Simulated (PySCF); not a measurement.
## Configurations of CeO

Unrestricted PBE0; PySCF, spin-free X2C with a Gaussian nucleus, basis sets Ce x2c-SVPall, O x2c-SVPall. The search starts from ions with several 4f fillings and holds each by maximum overlap.

The lowest solution of each spin and filling, followed along the bond (rough minima from three points):

| 2Ms+1 | 4f population | ⟨S²⟩ at the start | R at minimum (Å) | Te (eV) |
| --- | --- | --- | --- | --- |
| 3 | 1.30 | 2.01 | 1.79 | 0.00 |
| 1 | 1.30 | 1.00 | 1.79 | 0.04 |
| 3 | 1.56 | 2.00 | 1.83 | 1.44 |

Solutions at the starting distance of 1.932 Å, counted from the lowest; the search is not exhaustive:

```json
{"2Ms+1": "3", "4f population": "1.30", "E (eV)": "0.00", "⟨S²⟩": "2.01", "⟨Lz²⟩": "4.0", "μ (D)": "-4.15"}
{"2Ms+1": "3", "4f population": "1.32", "E (eV)": "0.01", "⟨S²⟩": "2.00", "⟨Lz²⟩": "9.0", "μ (D)": "-4.07"}
{"2Ms+1": "1", "4f population": "1.30", "E (eV)": "0.04", "⟨S²⟩": "1.00", "⟨Lz²⟩": "4.0", "μ (D)": "-4.17"}
{"2Ms+1": "1", "4f population": "1.32", "E (eV)": "0.05", "⟨S²⟩": "1.00", "⟨Lz²⟩": "9.0", "μ (D)": "-4.02"}
{"2Ms+1": "3", "4f population": "1.22", "E (eV)": "0.35", "⟨S²⟩": "2.01", "⟨Lz²⟩": "0.0", "μ (D)": "-4.02"}
{"2Ms+1": "1", "4f population": "1.23", "E (eV)": "0.44", "⟨S²⟩": "1.00", "⟨Lz²⟩": "0.0", "μ (D)": "-4.15"}
{"2Ms+1": "3", "4f population": "1.26", "E (eV)": "0.91", "⟨S²⟩": "2.01", "⟨Lz²⟩": "8.0", "μ (D)": "-7.28"}
{"2Ms+1": "1", "4f population": "1.27", "E (eV)": "1.05", "⟨S²⟩": "0.97", "⟨Lz²⟩": "8.0", "μ (D)": "-7.10"}
{"2Ms+1": "3", "4f population": "1.56", "E (eV)": "1.23", "⟨S²⟩": "2.00", "⟨Lz²⟩": "9.9", "μ (D)": "-4.67"}
{"2Ms+1": "3", "4f population": "1.50", "E (eV)": "1.28", "⟨S²⟩": "2.00", "⟨Lz²⟩": "5.3", "μ (D)": "-4.42"}
{"2Ms+1": "1", "4f population": "1.44", "E (eV)": "1.45", "⟨S²⟩": "1.00", "⟨Lz²⟩": "5.0", "μ (D)": "-4.00"}
{"2Ms+1": "1", "4f population": "0.82", "E (eV)": "3.02", "⟨S²⟩": "0.00", "⟨Lz²⟩": "0.0", "μ (D)": "-1.47"}
{"2Ms+1": "5", "4f population": "1.69", "E (eV)": "3.96", "⟨S²⟩": "6.00", "⟨Lz²⟩": "9.9", "μ (D)": "-0.65"}
{"2Ms+1": "5", "4f population": "1.82", "E (eV)": "3.98", "⟨S²⟩": "6.00", "⟨Lz²⟩": "9.0", "μ (D)": "-0.46"}
```

Partly filled real f orbitals mix terms, so no term symbols are given. A population far from a whole number shows f orbitals mixing with d and ligand orbitals, not a clean configuration. A positive dipole means Ce(−)O(+).

Spin–orbit coupling is left out. Counting both spins, an empty level lies below a filled one in some of these solutions, because spin and occupation are held. The state is the lowest single determinant that the PBE0 search found; with open d or f shells the true ground state can be another one.
